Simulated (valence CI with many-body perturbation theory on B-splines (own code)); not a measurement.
**E1 transitions of Cr X**

Method: configuration interaction combined with many-body perturbation theory (CI+MBPT): five valence electrons over a frozen Dirac-Fock core [Ne], a basis of 11 s, 11 p, 10 d, 8 f, 5 g, 2 h functions for each j, with the one-electron correlation potential Σ1 (screened to all orders), the two-electron term Σ2, the three-electron term Σ3, Breit, model QED; selected single and double excitations, second order for the rest, scaled by the run's own slope (own B-spline code, finite nucleus).

No measured levels were compared; by estimate levels of excited configurations hold to 0.05 to 0.15 % of their energy, terms of the ground configuration to about 0.5 %. Among the levels kept, up to 3100 cm⁻¹ of a level comes from second order outside the variational space, and about a tenth of that is noise between levels of different J, which matters for small intervals.

Lines 151 to 200 of 597 in falling wavelength, among levels below 917190 cm⁻¹, chosen from the strongest by gf and those to the six lowest levels. Wavelengths and rates use the calculated energies, so an error of 200 cm⁻¹ moves a line at 315.8 Å by 0.063 % and its rate by three times that or more. Electric multipoles are in the length gauge, E1 and E2 with the static RPA response of the core. Weak lines are less certain than strong ones. Lines between different terms over intervals too small for the method are left out, as are lines whose strength nearly cancels. Where a level lies close to another of its J and parity, the split of strength between their lines is uncertain. The highest levels of a list are the least certain.

Names give the largest LS component (configuration and term), which can be under half, so a name can repeat, a term be missing and a line seem to break the LS rules; names also repeat where a configuration has a term twice. Letters in brackets count levels of one name in rising energy.

| λ vac (Å) | Upper | Lower | A (s⁻¹) | S (a.u.) |
| --- | --- | --- | --- | --- |
| 315.8 | 3s3p³3d ²G°_9/2 [b] | 3s²3p²3d ⁴D_7/2 | 3.78e+09 | 5.87e-01 |
| 315.7 | 3s²3p²3d ⁴D_3/2 | 3s²3p³ ²P°_3/2 | 1.14e+07 | 7.10e-04 |
| 314.5 | 3s3p³3d ²G°_7/2 [b] | 3s²3p²3d ⁴D_5/2 | 7.32e+08 | 8.99e-02 |
| 313.7 | 3s3p³3d ²P°_3/2 [b] | 3s²3p²3d ²P_3/2 [b] | 2.36e+09 | 1.44e-01 |
| 313.3 | 3s3p³3d ²F°_5/2 [d] | 3s²3p²3d ²D_3/2 [a] | 4.64e+09 | 4.23e-01 |
| 312.4 | 3s3p³3d ²P°_3/2 [d] | 3s²3p²3d ²P_1/2 [b] | 2.95e+09 | 1.78e-01 |
| 311.9 | 3s3p³3d ²F°_5/2 [b] | 3s²3p²3d ⁴D_5/2 | 1.01e+09 | 9.06e-02 |
| 311.4 | 3p⁴3d ⁴F_9/2 | 3s3p³3d ⁴D°_7/2 [a] | 2.59e+09 | 3.86e-01 |
| 311.0 | 3s3p³3d ²G°_7/2 [b] | 3s²3p²3d ²F_7/2 [a] | 2.61e+09 | 3.10e-01 |
| 309.7 | 3s3p³3d ²F°_5/2 [c] | 3s²3p²3d ²G_7/2 | 2.87e+09 | 2.53e-01 |
| 309.3 | 3s3p³3d ⁴D°_5/2 [b] | 3s²3p²3d ⁴F_7/2 | 2.84e+09 | 2.49e-01 |
| 309.2 | 3s3p³3d ²D°_5/2 [e] | 3s²3p²3d ²F_7/2 [b] | 3.48e+09 | 3.04e-01 |
| 308.5 | 3s3p³3d ²G°_7/2 [b] | 3s²3p²3d ²F_5/2 [a] | 2.19e+09 | 2.54e-01 |
| 308.4 | 3s3p³3d ²F°_7/2 [c] | 3s²3p²3d ²G_9/2 | 2.12e+09 | 2.46e-01 |
| 308.1 | 3p⁴3d ⁴F_7/2 | 3s3p³3d ⁴D°_5/2 [a] | 2.79e+09 | 3.22e-01 |
| 308.1 | 3s3p³3d ²F°_7/2 [b] | 3s²3p²3d ⁴D_5/2 | 7.73e+08 | 8.92e-02 |
| 307.2 | 3s3p³3d ²D°_3/2 [e] | 3s²3p²3d ²F_5/2 [b] | 1.62e+09 | 9.27e-02 |
| 306.7 | 3s3p³3d ²D°_5/2 [f] | 3s²3p²3d ²D_5/2 [c] | 6.95e+09 | 5.94e-01 |
| 306.6 | 3s3p³3d ²G°_9/2 [b] | 3s²3p²3d ²F_7/2 [a] | 3.39e+09 | 4.82e-01 |
| 306.4 | 3p⁴3d ⁴F_5/2 | 3s3p³3d ⁴D°_3/2 [a] | 2.62e+09 | 2.23e-01 |
| 306.3 | 3s3p³3d ²D°_3/2 [f] | 3s²3p²3d ²D_3/2 [c] | 7.80e+09 | 4.43e-01 |
| 306.2 | 3p⁴3d ⁴F_3/2 | 3s3p³3d ⁴D°_1/2 [a] | 2.30e+09 | 1.30e-01 |
| 306.0 | 3s3p³3d ²F°_5/2 [b] | 3s²3p²3d ²F_5/2 [a] | 4.02e+09 | 3.41e-01 |
| 305.8 | 3s3p³3d ²D°_5/2 [a] | 3s²3p²3d ²P_3/2 [a] | 1.24e+09 | 1.05e-01 |
| 305.2 | 3s3p³3d ⁴D°_3/2 [c] | 3s²3p²3d ⁴F_5/2 | 3.25e+09 | 1.82e-01 |
| 305.1 | 3s3p³3d ²D°_5/2 [e] | 3s²3p²3d ²P_3/2 [c] | 4.24e+09 | 3.56e-01 |
| 304.9 | 3s3p³3d ²D°_3/2 [f] | 3s²3p²3d ²D_5/2 [c] | 5.27e+09 | 2.95e-01 |
| 304.7 | 3s3p³3d ²F°_7/2 [b] | 3s²3p²3d ²F_7/2 [a] | 1.02e+09 | 1.14e-01 |
| 303.4 | 3s3p³3d ⁴D°_1/2 [c] | 3s²3p²3d ⁴F_3/2 | 3.54e+09 | 9.77e-02 |
| 302.7 | 3s²3p²3d ⁴F_5/2 | 3s²3p³ ²D°_5/2 | 2.32e+07 | 1.90e-03 |
| 302.7 | 3s²3p²3d ⁴F_3/2 | 3s²3p³ ²D°_3/2 | 6.65e+07 | 3.64e-03 |
| 302.3 | 3s3p³3d ²F°_7/2 [b] | 3s²3p²3d ²F_5/2 [a] | 3.94e+09 | 4.29e-01 |
| 300.9 | 3s²3p3d² ²F°_5/2 [a] | 3s²3p²3d ²D_3/2 [b] | 1.87e+09 | 1.51e-01 |
| 300.8 | 3s3p³3d ²D°_3/2 [e] | 3s²3p²3d ²P_1/2 [b] | 7.17e+09 | 3.85e-01 |
| 300.5 | 3s²3p²3d ⁴F_5/2 | 3s²3p³ ²D°_3/2 | 9.83e+06 | 7.90e-04 |
| 299.8 | 3s²3p²3d ²P_3/2 [a] | 3s²3p³ ⁴S°_3/2 | 1.90e+07 | 1.01e-03 |
| 299.6 | 3s²3p²3d ⁴F_7/2 | 3s²3p³ ²D°_5/2 | 1.43e+07 | 1.52e-03 |
| 298.4 | 3s3p³3d ²P°_3/2 [d] | 3s²3p²3d ²D_5/2 [b] | 1.96e+09 | 1.03e-01 |
| 297.9 | 3s3p³3d ²P°_1/2 [c] | 3s²3p²3d ²D_3/2 [b] | 4.06e+09 | 1.06e-01 |
| 297.8 | 3s²3p3d² ²G°_9/2 [a] | 3s²3p²3d ²F_7/2 [b] | 5.23e+09 | 6.81e-01 |
| 297.5 | 3s²3p3d² ²G°_7/2 [a] | 3s²3p²3d ²F_5/2 [b] | 5.72e+09 | 5.95e-01 |
| 295.6 | 3s²3p3d² ²F°_7/2 [a] | 3s²3p²3d ²D_5/2 [b] | 1.81e+09 | 1.85e-01 |
| 294.3 | 3s²3p3d² ²P°_1/2 [a] | 3s²3p²3d ²P_1/2 [a] | 4.86e+09 | 1.22e-01 |
| 293.3 | 3s3p³3d ²P°_3/2 [c] | 3s²3p²3d ²P_3/2 [b] | 5.63e+09 | 2.81e-01 |
| 291.9 | 3s3p³3d ⁴D°_7/2 [d] | 3s²3p²3d ⁴D_7/2 | 6.24e+09 | 6.12e-01 |
| 291.9 | 3s3p³3d ⁴D°_5/2 [c] | 3s²3p²3d ⁴D_7/2 | 1.58e+09 | 1.16e-01 |
| 291.1 | 3s3p³3d ²D°_3/2 [b] | 3s3p⁴ ²S_1/2 | 1.69e+09 | 8.25e-02 |
| 291.0 | 3s²3p²3d ²F_7/2 [a] | 3s²3p³ ²D°_5/2 | 1.83e+07 | 1.78e-03 |
| 290.5 | 3s²3p3d² ⁴P°_5/2 | 3s²3p²3d ²D_5/2 [b] | 2.17e+09 | 1.58e-01 |
| 290.2 | 3s²3p²3d ⁴D_3/2 | 3s²3p³ ²D°_5/2 | 1.45e+08 | 6.99e-03 |
